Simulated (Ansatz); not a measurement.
The cluster Cs₃H₂. Total charge 0; doublet. Geometry PBE-D4/def2-TZVP, basis def2-TZVP, Ansatz.

Cartesian coordinates in Å:
```
Cs -2.332 -0.773 0.265
Cs 2.196 0.358 2.301
Cs 1.452 0.871 -2.706
H -0.356 -0.437 2.085
H -0.960 -0.021 -1.945
```

| run | HOMO (eV) | LUMO (eV) |
| --- | --- | --- |
| A | -2.16 | -0.85 |
| B | -1.77 | -1.07 |
| C | -3.15 | 0.23 |
| D | -1.82 | -1.38 |
| E | -1.87 | -1.15 |

In the def2 sets Cs takes a core potential; there is no spin–orbit coupling. HSE06 is defined as in plane-wave codes, on full-range PBE exchange. Another isomer (doublet) lies 0.16 eV lower at PBE0-D4/def2-TZVP; other spin states weren't run for this one.

HOMO and LUMO are taken over both spins.

Question: The runs used HSE06, PBE, PBE0, r2SCAN, ωB97X-V. Estimate which is which.

Answer: A PBE0 (25 % exact exchange); B r2SCAN (0 % exact exchange); C ωB97X-V (range-separated); D PBE (0 % exact exchange); E HSE06 (range-separated). Exact exchange lowers occupied and raises empty levels; among semilocal functionals meta-GGAs tend to open the gap a little, and such runs are hard to tell apart. The gap grows from 0.44 eV (PBE) to 3.38 eV (ωB97X-V).
